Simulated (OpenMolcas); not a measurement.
## Cu6+, Ag6+, Au6+: d5 down the group

| Quantity | Value |
| --- | --- |
| Program | OpenMolcas |
| Method | MS-CASPT2, IPEA 0.25 Eh, imaginary shift 0.1 Eh |
| Basis | ANO-RCC-VQZP |
| Scalar Hamiltonian | DKH2, point nucleus |
| Spin-orbit coupling | RASSI with atomic mean-field integrals over the reference wave functions, term energies averaged over their components |

Active space for each ion: 5 electrons in 5 orbitals (d); closed shells correlated by CASPT2: Cu6+ 3s 3p; Ag6+ 4s 4p; Au6+ 5s 5p.

Computed levels in cm-1 above 6S 5/2:

```
                               Level   Cu6+   Ag6+   Au6+
                              4G 7/2  47820  32010  27580
                             4G 11/2  47860  32260  29610
                              4G 9/2  47890  32460  31240
                              4P 1/2  53030  36380  33370
                              4D 7/2  57160  38270  38090
                              4D 1/2  57510  40290  44560
                             2I 11/2  69780  46620  44620
                             2I 13/2  70070  48010  49540
                           2F 7/2(1)  77110  55570  64480
weight of 6S in the lowest level (%)    100     98     77
```

Mixed levels, with the weight of the term that names them: Ag6+ 4P 1/2 (68 %), Ag6+ 4D 1/2 (69 %), Ag6+ 2F 7/2(1) (55 %), Au6+ 4G 7/2 (56 %), Au6+ 4G 11/2 (71 %), Au6+ 4P 1/2 (59 %), Au6+ 4D 7/2 (54 %), Au6+ 4D 1/2 (67 %), Au6+ 2I 11/2 (68 %), Au6+ 2F 7/2(1) (57 %).

Measured, with the error of the calculation in %. Measured levels: Cu6+, Ag6+ from the list in Gamrath, thesis, University of Mons (2023).

```tsv
Level	Cu6+	Ag6+
4G 7/2		30378 (+5.4)
4G 11/2		30662 (+5.2)
4G 9/2		30907 (+5.0)
4P 1/2	51407 (+3.2)	34605 (+5.1)
4D 7/2	55742 (+2.5)	36485 (+4.9)
4D 1/2	56210 (+2.3)	38685 (+4.2)
2I 11/2	67757 (+3.0)	44011 (+5.9)
2I 13/2	67918 (+3.2)	45546 (+5.4)
2F 7/2(1)	74408 (+3.6)
```

Without spin-orbit coupling 4G lies 47840, 32170, 28590 cm-1 above 6S in that order; the difference to the level 4G 7/2, of either sign, comes from spin-orbit coupling, which also lowers the zero.

CASPT2 breaks the degeneracy within a term, and the mean is taken; among the terms shown or strongly mixed into the levels shown the widest spread is 480 cm-1 (5d5 4F, Au6+). Blocks of more than 70 roots (2S+1 = 2 even) ran without multistate coupling. Measured partners are found by configuration, term and J. A level has none where our copy of the source lacks it or the pairing is in doubt (some pairs that miss far off the trend of their configuration count as doubtful), and it then counts in no deviation. Levels of configurations outside the active space are missing.

A number in round brackets counts repeated terms of one configuration in the order of the reference energies.
